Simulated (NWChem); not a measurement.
System: AlClF2; SMILES [Al]([F])([Cl])[F]

Results from NWChem. Pople sets run with spherical d functions. The geometry was optimised at PBE0/def2-SVP. Vertical excitations in the gas phase; the lowest state need not have the same character in each row.

Order these by “lowest excitation, singlet (eV)”, lowest first: PBE/6-31G*, full TDDFT; LRC-wPBEh/6-31G*, full TDDFT; B3LYP/6-31G*, full TDDFT; PBE0/6-31G*, full TDDFT.

PBE/6-31G*, full TDDFT (6.21), B3LYP/6-31G*, full TDDFT (6.71), PBE0/6-31G*, full TDDFT (7.03), LRC-wPBEh/6-31G*, full TDDFT (7.27)
